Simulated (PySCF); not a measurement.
## Relaxation of singlet BiSe₂⁻

These are results of PBE/[Bi def2-SVPD with ECP60, Se def2-SVPD], scalar-relativistic core potentials, density fitting, no spin–orbit coupling, PySCF, not measurements. A (50,194) grid was used.

A hand-made bent start, of C2v symmetry, held to at least that symmetry:

```xyz
3
charge -1 multiplicity 1, angstrom
Bi    0.0000    0.0000   -0.6165
Se    2.0315    0.0000    0.8060
Se   -2.0315    0.0000    0.8060
```

Task: What does it relax to?

Result: It ends at C2v with Bi–Se 2.568 Å (×2); Se–Bi–Se 114.2°. No frequency check is given, so it may be a saddle point. Other isomers or separated fragments may lie lower.

Task: How much energy is released, and in how many steps?

Result: 10.9 kJ/mol in 5 steps.

No spin–orbit coupling is included, which matters more the heavier the element.

The relaxation took 2.4 min on 2 threads of a shared Intel Xeon @ 2.50GHz (Skylake/Cascade Lake) host, with 114 basis functions and 6 gradients; the process peaked at 0.5 GiB.
